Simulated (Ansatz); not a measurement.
K4Na4. Total charge 0; singlet. Geometry B3LYP/def2-SVP; atoms count from 1.

Cartesian coordinates in Å:
```
Na -2.7616 -1.4313 1.3653
Na -1.5565 1.9994 2.2665
Na 0.6576 -0.7812 2.1283
Na 1.0974 0.4052 -3.0734
K 1.5771 2.7115 0.1965
K 3.7008 -1.2607 -0.0730
K -2.3487 1.2215 -1.5754
K -0.3661 -2.8644 -1.2348
```

The restricted singlet is unstable towards broken spin symmetry in Hartree–Fock (as tested in another run); at PBE0/def2-TZVP this wasn't settled. The structure comes from a short search, and lower isomers may exist.

Q: Estimate the Mulliken populations from the PBE0/def2-TZVP orbitals of Ansatz.

A: 
```csv
atom,charge (e)
Na1,-0.14
Na2,-0.14
Na3,0.03
Na4,-0.15
K5,0.10
K6,0.05
K7,0.14
K8,0.10
```
Mulliken values and Mayer orders depend strongly on the basis.

Q: And the Mayer bond orders between bonded heavy atoms (over 0.3)?

A: Na1–K8 0.37 (3.81 Å); Na2–K5 0.37 (3.82 Å); Na3–K6 0.40 (3.79 Å); Na4–K7 0.36 (3.85 Å).
